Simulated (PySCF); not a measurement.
Input file for PySCF: R-HF/3-21G on BeH2O (SMILES [BeH][OH]), a point of a bond scan (R = 1.461 Å).

```python
from pyscf import gto, scf, dft, mp
from pyscf.data.elements import chemcore

mol = gto.M(
    atom='''
    Be   -0.78408142   -0.35296304    0.02982263
    H    -2.11641732   -0.94912188    0.08485156
    O     0.51114037    0.18521819   -0.07360318
    H     1.04249858    0.82503224    0.38968601
    ''',
    basis='3-21g',
    charge=0, spin=0, verbose=3, max_memory=1800)
mf = scf.RHF(mol)
mf.conv_tol = 1e-8
mf.max_cycle = 100
mf.kernel()
if not mf.converged:
    mf = mf.newton().run(mf.mo_coeff, mf.mo_occ)
```

### Question
Give the final energy of this run.

### Answer
-90.2106 hartree.
